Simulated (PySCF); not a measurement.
# Working out the excitation energy of Pb

Pb [Xe] 4f14 5d10 6s2 6p2 (3P) → Pb [Xe] 4f14 5d10 6s1 6p2 6d1 (high-spin determinant). Computed with PySCF 2.14 in aug-cc-pwCVDZ-PP with ECP60MDF, with scalar relativity through the core potential. Frozen: 5s2 5p6 5d10. Energies in hartree (1 hartree = 27.21139 eV):

```tsv
part	Pb (lower)	Pb (upper)
UHF	-191.833078	-191.398910
CCSD correlation	-0.043283	-0.019832
(T)	-0.000635	-0.001724
```

Q: What does Hartree-Fock give?

A: (-191.398910) − (-191.833078) = 0.434168 hartree = 11.814 eV.

Q: What do CCSD and CCSD(T) give?

A: The CCSD correlation energies differ by 0.023451 hartree = 0.638 eV and the triples by -0.001089 hartree = -0.030 eV, so CCSD gives 12.452 eV and CCSD(T) 12.422 eV.

One determinant mixes LS terms, so it does not stand for a single term.

The upper state lies above the first ionisation limit.

A double-zeta basis recovers only part of the correlation energy.

The coupled-cluster amplitudes are large, so a single reference is strained.
